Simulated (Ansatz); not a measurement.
Consider the substitution at a C–Te bond: `C=NC[TeH]` + `[SiH3]S` → `C=NCS[SiH3]` + H₂Te.

Computed with Ansatz on PBE0-D4/def2-TZVP structures; ΔE is electronic, products minus reactants. CBS: MP2 limit from def2 TZ/QZ plus the TZ coupled-cluster correction, frozen cores. DFT in def2-TZVPP. B3LYP here is the variant with VWN-RPA as its local correlation; programs differ in this. def2 core potentials past Kr. For Te outer-core shells are correlated without core-valence functions, which leaves a few kJ/mol of doubt a bond. Each species was taken in one conformer, which may not be the lowest.

```csv
level,ΔE (kJ/mol),difference from CCSD(T)/CBS
PBE-D4,18.1,0.9
PBE0-D4,13.3,-3.9
B3LYP-D4,14.5,-2.7
ωB97X-V,7.6,-9.6
r2SCAN,17.5,0.3
PBE0,15.5,-1.7
B3LYP,17.8,0.6
MP2/def2-TZVPP,16.3,-0.9
SCS-MP2/def2-TZVPP,13.8,-3.4
CCSD/def2-TZVPP,11.1,-6.1
CCSD(T)/def2-TZVPP,12.7,-4.5
HF/def2-QZVPP,5.6,-11.6
SCS-MP2/def2-QZVPP,16.3,-0.9
HF/CBS(def2),5.6,-11.6
MP2/CBS(def2),20.7,3.5
CCSD/CBS(def2),15.6,-1.6
CCSD(T)/CBS,17.2,0
```

Largest T1 diagnostic among the species: 0.012.

From PBE to PBE0 (25 % exact exchange), in def2-TZVPP and without D4, ΔE moves by −4.9 kJ/mol. The D4 term adds −3.3 kJ/mol with B3LYP and −2.2 kJ/mol with PBE0; it sums over pairs of atoms, weighted by their polarisabilities, and B3LYP, whose exchange is more repulsive, gets the larger term. In def2-TZVPP, CCSD(T) changes the Hartree–Fock value by +7.6 kJ/mol (the triples alone add +1.6 kJ/mol) and MP2 by +11.2 kJ/mol.
